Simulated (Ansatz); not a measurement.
`C[Se][SnH3]` and `C[S][SnH3]` differ in one element.

Ansatz, PBE0-D4/def2-TZVP geometries, multiplicity 1. 

Elements past krypton have def2 core potentials. Scalar relativity is left out up to krypton.

```
                                          property  `C[Se][SnH3]`
size of the dipole moment (ωB97M-V/def2-TZVPP) / D           1.37
             LUMO energy (ωB97M-V/def2-TZVPP) / eV           0.95
  size of the dipole moment (B3LYP/def2-TZVPP) / D           1.32
             HOMO–LUMO gap (B3LYP/def2-TZVPP) / eV           5.34
               HOMO–LUMO gap (PBE/def2-TZVPP) / eV           3.90
           HOMO–LUMO gap (ωB97M-V/def2-TZVPP) / eV           9.56
```

Question: Give the same properties after the change, and the shifts. (Estimate.)

Answer: The calculation gave: 
```tsv
property	`C[S][SnH3]`	shift
size of the dipole moment (ωB97M-V/def2-TZVPP) / D	1.45	0.08
LUMO energy (ωB97M-V/def2-TZVPP) / eV	1.13	0.18
size of the dipole moment (B3LYP/def2-TZVPP) / D	1.41	0.09
HOMO–LUMO gap (B3LYP/def2-TZVPP) / eV	5.80	0.46
HOMO–LUMO gap (PBE/def2-TZVPP) / eV	4.27	0.37
HOMO–LUMO gap (ωB97M-V/def2-TZVPP) / eV	10.03	0.47
```

With PBE0 the HOMO falls by 0.26 eV and the LUMO rises by 0.20 eV, so the gap widens by about 0.46 eV. PBE moves the HOMO by -0.19 eV and ωB97M-V by -0.29 eV. Dipoles are sizes alone; their direction can turn.

B3LYP here is the variant with VWN-RPA as its local correlation; programs differ in this.

Spin–orbit coupling is left out; it splits and shifts lone-pair levels of the heavy atoms by tenths of an eV.
